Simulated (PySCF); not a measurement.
Species: C₄H₇ClF₂Si.
Structure used (GFN2-xTB), in Å, numbered top down from 1:
```
atom  x, y, z in Å
F1    -2.6251    1.5787   -1.0915
C2    -2.2740    0.9727    0.0776
F3    -3.4170    0.4046    0.5533
Si4   -0.9317   -0.3751   -0.2368
C5     0.3159   -0.6402    1.1400
C6     0.8573    0.2150   -0.0275
C7     1.9557   -0.3825   -0.8437
Cl8    3.4754   -0.4792    0.1198
H9    -1.9962    1.7702    0.7807
H10   -1.3517   -1.3746   -1.1975
H11    0.2257   -0.1427    2.0957
H12    0.7849   -1.6074    1.2453
H13    1.0561    1.2511    0.2265
H14    1.7283   -1.4037   -1.1449
H15    2.1921    0.2212   -1.7189
```

Computed, not measured: wB97X-D/def2-SVPD in PySCF (dipole) on a GFN2-xTB geometry, gas phase.

Masses are those of the commonest isotopes; rigid-rotor values at the optimised geometry. The values belong to one conformer with, in the numbering `[F:1][CH:2]([F:3])[Si@@H:4]1[CH2:5][C@H:6]1[CH2:7][Cl:8]`, F1–C2–Si4–C5 147°, C5–C6–C7–Cl8 -69°.

Task: Give the principal moments of inertia and the rotational constants in MHz.

Result: Ia = 115.75, Ib = 1006.70, Ic = 1059.21 u·Å²; 505379 MHz·u·Å²/I gives A = 4366, B = 502.0, C = 477.1 MHz.

Task: What kind of rotor is it?

Result: A near-prolate asymmetric top; Ray's κ = -0.987.

Task: Is it planar, by Δ = Ic − Ia − Ib?

Result: Not planar: Δ = Ic − Ia − Ib = -63.24 u·Å². For a rigid frame Δ = −2 Σ m c², so Σ m c² = 31.62 u·Å² lies off the ab plane: 12.24 from hydrogen and 19.38 from heavier atoms. The atom farthest from that plane is 2.03 Å away.

Task: Give the other two planar moments, Paa and Pbb, and the rms extents of the mass along the axes.

Result: Paa = Σ m a² = (Ib + Ic − Ia)/2 = 975.08 and Pbb = Σ m b² = (Ia + Ic − Ib)/2 = 84.13 u·Å². With the mass M = 156.00 u, the rms extents √(P/M) along a, b and c are 2.50, 0.73, 0.45 Å.

Task: List the rotational levels J(Ka,Kc) to J = 2 (K).

Result: Above 0(0,0), as E/k:
J = 1: 1(0,1) 0.047, 1(1,1) 0.232, 1(1,0) 0.234
J = 2: 2(0,2) 0.141, 2(1,2) 0.325, 2(1,1) 0.329, 2(2,1) 0.885, 2(2,0) 0.885
The levels of one J sum to (2J + 1)J(J + 1)(A + B + C)/3.

Task: Predict some low-J microwave lines.

Result: The dipole components are |μa| = 0.16 D, |μb| = 0.06 D, |μc| = 0.24 D. The squared components, which scale the intensities, stand as 0.42 : 0.06 : 1.00 (a : b : c). Some lines, for components of 0.1 D or more:

```csv
type,branch,"J(Ka,Kc)",MHz,lower level (cm⁻¹)
a,R,"1(0,1) ← 0(0,0)",979,0.000
a,R,"2(1,2) ← 1(1,1)",1933,0.162
a,R,"2(0,2) ← 1(0,1)",1958,0.033
a,R,"2(1,1) ← 1(1,0)",1983,0.162
a,R,"3(1,3) ← 2(1,2)",2900,0.226
a,R,"3(2,1) ← 2(2,0)",2938,0.615
a,R,"3(1,2) ← 2(1,1)",2975,0.229
c,Q,"3(1,3) ← 3(0,3)",3803,0.196
c,Q,"2(1,2) ← 2(0,2)",3839,0.098
c,R,"2(1,1) ← 1(0,1)",5872,0.033
c,R,"2(2,0) ← 1(1,0)",13576,0.162
c,R,"2(2,1) ← 1(1,1)",13601,0.162
c,Q,"3(3,1) ← 3(2,1)",19383,0.713
c,R,"3(3,0) ← 2(2,0)",22321,0.615
```

Task: Estimate the classical rotational partition function at 10 K, 100 K and 500 K.

Result: Point group C1, symmetry number σ = 1; q = (√π/σ)·√((kT/h)³/(ABC)), k/h = 20836.6 MHz/K: 5210 at 10 K, 165000 at 100 K, 1840000 at 500 K.

No GFN2-xTB frequencies stand behind this structure, so it isn't proved a minimum. No vibrational averaging or centrifugal distortion is included, and the geometry carries the error of its method. Quadrupole hyperfine structure (35Cl) is left out.

Time: 2.2 min of wall time (grids of density and orbitals included); peak memory 1.0 GiB. Hardware: one thread of an AMD EPYC, shared host with 64 logical CPUs at a one-minute load of 61. This is the wB97X-D/def2-SVPD job that gave the dipole, with the excitations it also computed.
